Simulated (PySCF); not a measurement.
## How methods differ on the ionisation energy of Hg³⁵⁺

Hg³⁵⁺ [Kr] 4d9 [4d3/2^4 4d5/2^5, M_J = 5/2] → Hg³⁶⁺ [Kr] 4d8 [4d3/2^4 4d5/2^4, M_J = 4], as a difference of total energies. Computed with PySCF 2.14 in an uncontracted even-tempered set (17 s from 3.7 bohr⁻², ratio 2.8; 14 p from 4.8 bohr⁻², ratio 2.8; 9 d from 4.8 bohr⁻², ratio 2.8; 3 f from 22 bohr⁻², ratio 3), with the two-component X2C-1e Hamiltonian. Correlated levels: [Ar] 3d10 frozen; the 92 highest virtual spinors dropped. "Screened" scales the spin-orbit matrix elements by Boettger's factors to mimic the two-electron term; Breit and QED terms are absent.

```
                    method  ionisation energy (eV)
           GHF (spin-free)                  1611.9
          GMP2 (spin-free)                  1612.4
 GHF (screened spin-orbit)                  1602.0
GMP2 (screened spin-orbit)                  1602.4
```

Breit and QED terms and the two-electron picture change are absent.

The spin-free rows relax to the high-spin LS determinant and lack the spin-orbit shift.

The labels give the starting determinants; with spin-orbit coupling the two ends relaxed to ⟨J²⟩ = 8.75, ⟨L²⟩ = 6.12, ⟨S²⟩ = 0.87 and ⟨J²⟩ = 20.00, ⟨L²⟩ = 13.12, ⟨S²⟩ = 1.87.

For comparison: 1603 ± 5 eV (theoretical estimate listed by NIST; NIST Atomic Spectra Database, ionization energies).
